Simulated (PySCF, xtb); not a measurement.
## Two conformers of CH3FGe

Structure X is `[CH3][Ge][F]`, a singlet and structure Y is `[CH3][Ge][F]`, a singlet. Both are isolated molecules in the gas phase, relaxed with B3LYP-D3(BJ)/6-311G**.

X (Å):

```
atom    x (Å)    y (Å)    z (Å)
   C   0.4561  -0.1379   0.0098
   F  -1.0508   0.6053  -2.2638
  Ge  -0.1788  -0.8668  -1.7440
   H   0.1768  -0.8182   0.8224
   H   1.5518  -0.0828   0.0001
   H   0.0457   0.8551   0.1989
```

Y (Å):

```yaml
atoms:
  - { symbol: C, position_ang: [0.4653, -0.5303, 0.9790] }
  - { symbol: F, position_ang: [0.6509, 1.7900, -0.5634] }
  - { symbol: Ge, position_ang: [1.5079, 0.2207, -0.5539] }
  - { symbol: H, position_ang: [0.7658, -1.5502, 1.2311] }
  - { symbol: H, position_ang: [0.6027, 0.1149, 1.8537] }
  - { symbol: H, position_ang: [-0.6012, -0.5153, 0.7299] }
```

Task: Estimate E(Y) − E(X) at the level CCSD(T)/def2-SVP + ΔMP2/def2-TZVPP.

Result: CCSD(T)/def2-SVP + ΔMP2/def2-TZVPP gives E(Y) − E(X) = −1.83 kJ/mol, slightly favouring structure Y, which is too small a margin to settle the true order.

How the difference moves with the method:

| level | geometry | E(Y) − E(X) (kJ/mol) | departure from the last row (kJ/mol) | job, with rough time for the two |
| --- | --- | --- | --- | --- |
| B3LYP-D3(BJ)/6-311G** | B3LYP-D3(BJ)/6-311G** | −0.71 | +1.12 | optimisation, 79 s |
| HF/def2-SVP | B3LYP-D3(BJ)/6-311G** | −1.49 | +0.35 | part of the CCSD(T) run |
| MP2/def2-SVP | B3LYP-D3(BJ)/6-311G** | −1.11 | +0.72 | part of the CCSD(T) run |
| CCSD(T)/def2-SVP | B3LYP-D3(BJ)/6-311G** | −1.14 | +0.69 | single point |
| CCSD(T)/def2-SVP + ΔMP2/def2-TZVPP | B3LYP-D3(BJ)/6-311G** | −1.83 |  | single point, 33 s |

The largest departure from CCSD(T)/def2-SVP + ΔMP2/def2-TZVPP is that of B3LYP-D3(BJ)/6-311G**, 1.12 kJ/mol. Levels run at GFN2-xTB geometries aren't shown. The last row adds to CCSD(T) the change of the MP2 difference between the two basis sets, here −0.69 kJ/mol.

With thermal terms from frequencies at re-optimised GFN2-xTB minima (ideal gas, soft modes damped towards free rotors, one conformer each, 400 K, 1 atm): on the last row, ΔE + ΔZPE = −1.83, ΔH = −1.82, ΔG = −1.85 kJ/mol.

The correlated steps freeze 11 core orbitals; the filled d shell of Ge is correlated, in a basis made for valence electrons. Run with PySCF 2.14.0, xtb 6.7.1 (Pople sets with spherical d functions); the last row on 2 threads of Arm Neoverse V1 on a shared host.
